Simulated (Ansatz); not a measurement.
Isolated molecules relaxed with PBE0-D4/def2-TZVP in Ansatz; ΔE leaves out vibrations. CBS: MP2 limit from def2 TZ/QZ plus the TZ coupled-cluster correction, frozen cores. DFT in def2-TZVPP. One conformer a species, not always the lowest.

Reaction (isomerisation): `[SiH3]N[SiH2]O[SiH3]` → `N[SiH2]O[SiH2][SiH3]`

| level | ΔE (eV) |
| --- | --- |
| B2PLYP | 0.61 |
| CCSD/CBS(def2) | 0.62 |

Q: What does CCSD(T)/CBS give? (Estimate.)

A: Computed: +0.60 eV. The listed levels differ from it by 0.01, 0.02 eV.

Largest T1 diagnostic among the species: 0.012.

In def2-TZVPP, CCSD(T) changes the Hartree–Fock value by −0.18 eV (the triples alone add −0.02 eV) and MP2 by −0.10 eV. From PBE to PBE0 (25 % exact exchange), in def2-TZVPP and without D4, ΔE moves by +0.07 eV.
